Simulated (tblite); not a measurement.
Record of a relaxation.

Compound: C₄H₉AlF₂O.
SMILES with atom numbers: `[CH3:1][O+:2]([AlH3-:3])[CH2:4]/[C:5]([F:6])=[CH:7]\[F:8]` (hydrogens: H9, H10, H11 on C1; H12, H13, H14 on Al3; H15, H16 on C4; H17 on C7)
Bond orders are those of one Lewis drawing.

Computed with GFN2-xTB (tblite), gas phase: L-BFGS steps from a force-field or distance-geometry start until the largest atomic force falls under 0.01 eV/Å. 9 of its 142 geometries are shown.

Step 0: E = -753.8460 eV, largest atomic force 4.340 eV/Å
```
atom  x, y, z in Å  |  force x, y, z in eV/Å
C1      0.906   -1.418   -0.702   -1.030  -3.291  -0.926
O2      0.690   -0.359    0.100    2.634   2.927   0.132
Al3     1.797    1.042   -0.041    2.406   2.227  -0.412
C4     -0.420   -0.226    0.837   -1.992  -3.083   2.315
C5     -1.656   -0.184    0.028   -1.178   1.983  -0.008
F6     -2.064   -1.167   -0.811    0.405   0.197   0.542
C7     -2.400    0.926    0.120   -0.041  -0.108  -0.082
F8     -2.012    1.938    0.958   -0.891  -1.044  -1.169
H9      0.112   -1.482   -1.475    0.482  -0.051  -0.069
H10     0.786   -2.353   -0.076    0.362   0.397  -0.530
H11     1.893   -1.427   -1.196   -0.353   0.448   0.467
H12     2.115    1.308   -1.598   -0.600  -0.505   0.063
H13     1.302    2.380    0.657   -0.639  -0.541   0.104
H14     3.207    0.639    0.595   -0.444  -0.591   0.151
H15    -0.411    0.584    1.604    0.435  -0.075  -0.975
H16    -0.535   -1.180    1.464    0.200   0.436  -0.158
H17    -3.317    0.990   -0.472    0.242   0.674   0.557
```

Step 18: E = -755.0966 eV, largest atomic force 0.100 eV/Å
```
atom  x, y, z in Å  |  force x, y, z in eV/Å
C1      0.931   -1.431   -0.718    0.025   0.024   0.021
O2      0.729   -0.271    0.068   -0.097  -0.002  -0.018
Al3     1.984    1.139   -0.085    0.027  -0.065  -0.025
C4     -0.428   -0.289    0.883   -0.004  -0.012   0.016
C5     -1.698   -0.096    0.104    0.071   0.031   0.010
F6     -2.055   -1.144   -0.673   -0.017   0.094   0.028
C7     -2.473    0.980    0.100   -0.020  -0.059  -0.003
F8     -2.216    2.027    0.877    0.025  -0.043  -0.065
H9      0.198   -1.506   -1.523   -0.002   0.000   0.013
H10     0.889   -2.325   -0.092    0.008  -0.039   0.016
H11     1.927   -1.337   -1.146    0.052   0.060  -0.025
H12     2.008    1.207   -1.658    0.036   0.000  -0.029
H13     1.133    2.197    0.696   -0.026   0.058   0.063
H14     3.207    0.466    0.645   -0.005  -0.028  -0.039
H15    -0.306    0.548    1.576   -0.032  -0.014  -0.020
H16    -0.470   -1.238    1.431   -0.016  -0.011   0.042
H17    -3.368    1.086   -0.496   -0.025   0.007   0.018
```

Step 35: E = -755.1102 eV, largest atomic force 0.059 eV/Å
```
atom  x, y, z in Å  |  force x, y, z in eV/Å
C1      0.963   -1.403   -0.701   -0.004   0.020   0.007
O2      0.705   -0.255    0.082   -0.034  -0.024   0.021
Al3     1.996    1.110   -0.098    0.049  -0.012  -0.005
C4     -0.460   -0.290    0.886   -0.018   0.008  -0.017
C5     -1.725   -0.100    0.101   -0.002  -0.004   0.014
F6     -2.100   -1.159   -0.650   -0.002   0.023  -0.002
C7     -2.496    0.979    0.090   -0.015  -0.013   0.007
F8     -2.206    2.043    0.830    0.009  -0.011  -0.011
H9      0.223   -1.524   -1.494   -0.009  -0.021   0.015
H10     1.000   -2.302   -0.080   -0.022   0.025   0.019
H11     1.945   -1.232   -1.146    0.004   0.002  -0.021
H12     2.023    1.226   -1.671   -0.022  -0.005   0.008
H13     1.196    2.179    0.731    0.010   0.016   0.041
H14     3.205    0.344    0.571   -0.010   0.010  -0.015
H15    -0.358    0.550    1.579    0.021  -0.034  -0.005
H16    -0.507   -1.240    1.438    0.038   0.036  -0.028
H17    -3.409    1.084   -0.478    0.006  -0.016  -0.029
```

Step 53: E = -755.1167 eV, largest atomic force 0.067 eV/Å
```
atom  x, y, z in Å  |  force x, y, z in eV/Å
C1      0.962   -1.386   -0.688   -0.006   0.000   0.002
O2      0.693   -0.227    0.078   -0.046  -0.045   0.018
Al3     2.021    1.105   -0.087    0.008  -0.003  -0.010
C4     -0.470   -0.279    0.883   -0.023  -0.007   0.011
C5     -1.739   -0.106    0.100    0.025   0.003  -0.031
F6     -2.106   -1.178   -0.636   -0.026   0.008  -0.001
C7     -2.514    0.970    0.063    0.014   0.002  -0.019
F8     -2.224    2.051    0.779   -0.006  -0.009  -0.001
H9      0.194   -1.565   -1.443   -0.023   0.034   0.011
H10     1.055   -2.261   -0.040    0.011   0.006   0.004
H11     1.915   -1.194   -1.183    0.010   0.003   0.011
H12     1.972    1.269   -1.657   -0.012   0.021   0.013
H13     1.310    2.161    0.837   -0.015  -0.009   0.001
H14     3.232    0.278    0.491    0.016  -0.008  -0.003
H15    -0.384    0.551    1.588    0.048   0.004  -0.018
H16    -0.503   -1.236    1.422    0.020   0.015   0.012
H17    -3.421    1.061   -0.516    0.003  -0.015   0.001
```

Step 70: E = -755.1207 eV, largest atomic force 0.037 eV/Å
```
atom  x, y, z in Å  |  force x, y, z in eV/Å
C1      0.950   -1.387   -0.681    0.006   0.002  -0.005
O2      0.703   -0.233    0.097   -0.026  -0.026   0.000
Al3     2.028    1.098   -0.072   -0.009   0.013  -0.005
C4     -0.467   -0.267    0.893   -0.004  -0.003   0.000
C5     -1.728   -0.109    0.093    0.003  -0.008   0.020
F6     -2.098   -1.194   -0.624    0.007   0.004   0.017
C7     -2.507    0.962    0.031    0.010  -0.008  -0.013
F8     -2.235    2.060    0.726    0.001  -0.014  -0.014
H9      0.157   -1.564   -1.410    0.003   0.008   0.010
H10     1.073   -2.265   -0.041   -0.017   0.012  -0.003
H11     1.884   -1.189   -1.209    0.016   0.007   0.006
H12     1.909    1.345   -1.625   -0.003   0.002   0.002
H13     1.350    2.107    0.930    0.011  -0.008   0.001
H14     3.264    0.243    0.409   -0.001   0.003   0.001
H15    -0.379    0.585    1.573    0.016  -0.011  -0.009
H16    -0.499   -1.207    1.460   -0.013   0.013  -0.013
H17    -3.409    1.028   -0.561    0.000   0.013   0.006
```

Step 88: E = -755.1240 eV, largest atomic force 0.036 eV/Å
```
atom  x, y, z in Å  |  force x, y, z in eV/Å
C1      0.937   -1.384   -0.686   -0.005   0.015   0.006
O2      0.707   -0.242    0.117   -0.012  -0.011   0.012
Al3     2.013    1.111   -0.058   -0.006   0.002   0.003
C4     -0.463   -0.268    0.913   -0.003  -0.006   0.002
C5     -1.726   -0.134    0.114    0.019  -0.001  -0.010
F6     -2.121   -1.255   -0.531    0.010   0.000   0.007
C7     -2.476    0.951   -0.021   -0.004  -0.005   0.004
F8     -2.174    2.082    0.605    0.005  -0.004  -0.018
H9      0.164   -1.508   -1.447    0.009   0.011   0.017
H10     0.998   -2.285   -0.068   -0.001   0.034  -0.012
H11     1.898   -1.206   -1.171   -0.019  -0.012   0.000
H12     1.794    1.442   -1.585    0.007  -0.007   0.005
H13     1.407    2.061    1.042   -0.012  -0.002  -0.007
H14     3.277    0.243    0.308    0.008  -0.006  -0.009
H15    -0.373    0.598    1.575    0.006  -0.016   0.003
H16    -0.492   -1.198    1.498   -0.001   0.003  -0.009
H17    -3.377    1.004   -0.614    0.000   0.006   0.005
```

Step 106: E = -755.1253 eV, largest atomic force 0.026 eV/Å
```
atom  x, y, z in Å  |  force x, y, z in eV/Å
C1      0.923   -1.367   -0.685    0.003  -0.016  -0.007
O2      0.711   -0.239    0.140   -0.008  -0.012  -0.011
Al3     2.009    1.117   -0.054    0.004   0.001   0.026
C4     -0.461   -0.275    0.931   -0.003  -0.004   0.002
C5     -1.720   -0.148    0.124   -0.006  -0.002   0.004
F6     -2.133   -1.288   -0.475   -0.001  -0.006   0.004
C7     -2.452    0.942   -0.052    0.003   0.002   0.002
F8     -2.126    2.093    0.524   -0.002   0.002  -0.004
H9      0.150   -1.460   -1.451    0.012   0.011  -0.001
H10     0.962   -2.280   -0.086    0.005   0.003   0.005
H11     1.891   -1.202   -1.163   -0.013   0.006  -0.015
H12     1.754    1.474   -1.568   -0.001  -0.003  -0.004
H13     1.421    2.037    1.080   -0.002   0.011  -0.005
H14     3.286    0.245    0.261   -0.001  -0.001  -0.002
H15    -0.378    0.585    1.600    0.005  -0.001   0.002
H16    -0.489   -1.210    1.506    0.001   0.004   0.008
H17    -3.356    0.987   -0.642    0.005   0.006  -0.005
```

Step 123: E = -755.1265 eV, largest atomic force 0.016 eV/Å
```
atom  x, y, z in Å  |  force x, y, z in eV/Å
C1      0.906   -1.345   -0.699    0.001  -0.003  -0.003
O2      0.706   -0.240    0.157    0.002  -0.004   0.006
Al3     2.000    1.119   -0.036    0.005   0.007   0.004
C4     -0.460   -0.288    0.956    0.001  -0.004   0.009
C5     -1.719   -0.168    0.150    0.003  -0.006   0.007
F6     -2.160   -1.325   -0.395   -0.007  -0.005  -0.005
C7     -2.418    0.933   -0.086   -0.003   0.005  -0.009
F8     -2.063    2.100    0.435    0.008   0.007  -0.002
H9      0.118   -1.419   -1.451    0.006  -0.005  -0.003
H10     0.960   -2.275   -0.125    0.002   0.009   0.002
H11     1.861   -1.162   -1.193   -0.007  -0.008  -0.007
H12     1.726    1.476   -1.547    0.001   0.008  -0.008
H13     1.425    2.040    1.103   -0.002  -0.004   0.001
H14     3.281    0.245    0.254   -0.003   0.000   0.009
H15    -0.378    0.569    1.629    0.002   0.009  -0.004
H16    -0.480   -1.225    1.529    0.005  -0.009  -0.002
H17    -3.312    0.976   -0.690   -0.016   0.002   0.003
```

Step 141: E = -755.1273 eV, largest atomic force 0.009 eV/Å
```
atom  x, y, z in Å  |  force x, y, z in eV/Å
C1      0.899   -1.341   -0.712    0.000  -0.001   0.001
O2      0.702   -0.237    0.148   -0.006   0.002  -0.007
Al3     1.997    1.123   -0.022    0.004   0.004  -0.003
C4     -0.457   -0.293    0.957    0.003  -0.004   0.005
C5     -1.725   -0.177    0.163    0.006   0.003   0.002
F6     -2.195   -1.342   -0.337    0.001   0.007   0.002
C7     -2.404    0.931   -0.102   -0.005  -0.003   0.000
F8     -2.016    2.108    0.373    0.005  -0.006   0.000
H9      0.095   -1.431   -1.444   -0.001   0.003   0.002
H10     0.984   -2.266   -0.136    0.000  -0.005  -0.001
H11     1.839   -1.144   -1.230    0.001   0.000   0.000
H12     1.741    1.496   -1.533    0.003   0.000   0.000
H13     1.410    2.034    1.119   -0.001   0.004   0.003
H14     3.272    0.245    0.280    0.002   0.000  -0.001
H15    -0.370    0.563    1.631   -0.003   0.004  -0.004
H16    -0.468   -1.232    1.526   -0.003  -0.008   0.004
H17    -3.309    0.973   -0.690   -0.006   0.001  -0.004
```

Q: Summarise the path.

A: The energy falls by 1.2812 eV from step 0 to step 141; nine tenths of that is first reached at step 6. It falls at every step. The largest force goes from 4.340 to 0.009 eV/Å. Among the bonds O2–Al3 changes most, from 1.791 to 1.886 Å; the atoms move by 0.324 Å rms after alignment.

The cost below is that of the whole relaxation. Hardware: Arm Neoverse V2, one thread, no GPU, on a shared host. Cost: 0.78 s wall.
